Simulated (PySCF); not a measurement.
BCl2(CN), CBCl₂N.
Cartesian coordinates in Å at the PBE0-D3(BJ)/def2-SVP level; atoms count from 1:
```
atom  x, y, z in Å
B1     0.2544    0.4422    0.0052
Cl2    1.9862    0.4150    0.0590
Cl3   -0.6349    1.9295   -0.0242
C4    -0.5138   -0.8907   -0.0133
N5    -1.0919   -1.8960   -0.0266
```

Level of theory: PySCF 2.14.0, density-fitted response routines, TDDFT wB97X-D/def2-SVPD, vertical, gas phase, core orbitals frozen in the response.

Ground-to-excited transition dipoles (e·a0, same axes as the geometry; the sign carries no meaning), for the states with f of 0.002 or more among the lowest 8:

| state | E (eV) | μx | μy | μz |
| --- | --- | --- | --- | --- |
| S4 | 6.389 | -0.399 | -0.685 | -0.010 |
| S5 | 6.530 | -0.808 | 0.470 | -0.026 |
| S6 | 7.071 | -0.005 | 0.001 | 0.182 |
| S8 | 7.970 | -0.233 | -0.405 | -0.007 |

(1) Work out the oscillator strengths.

(2) Label these states by symmetry in C2v.

(3) All atoms lie in one plane. Which transitions are polarised in it and which across it?

(4) Which bond between heavy atoms lies closest to the direction of the S5 transition dipole?

(5) What angle do the transition dipoles of S4 and S8 make?

(6) What peak molar absorption coefficient would the strongest computed level give as a lone Gaussian band 0.3 eV wide at half height?

Answers

(1) f = (2/3) ΔE |μ|² with ΔE in hartree (27.2114 eV).

```tsv
state	|μ|² (au)	|μ| (D)	f
S4	0.629	2.02	0.098
S5	0.874	2.38	0.140
S6	0.033	0.46	0.006
S8	0.218	1.19	0.043
```

(2) From a totally symmetric ground state, an allowed state transforms like the component of the dipole operator along its μ. Polarised along the twofold axis, so A1: S4 and S8. Polarised across the twofold axis, so B1 or B2: S5 and S6. Which of B1 and B2 hangs on the choice of axes; S5 takes one label and S6 the other.

(3) In the plane: S4, S5 and S8. Perpendicular: S6. States polarised in the plane are symmetric under reflection in it, those polarised across it antisymmetric.

(4) B1–Cl3 and B1–Cl2, at 29° from it; next C4–N5 and B1–C4 at 90°.

(5) |cos θ| = |μa·μb| / (|μa| |μb|) = 1.00, so θ ≈ 0° (taken between 0 and 90°, since the signs are arbitrary).

(6) ε(max) = 2.175×10⁸ f / FWHM, with the width in cm⁻¹. S5: 2.175×10⁸ × 0.1399 / 2420 ≈ 13000 L mol⁻¹ cm⁻¹.

On x86-64 server, one thread (shared host), this took 5.0 s of wall time.
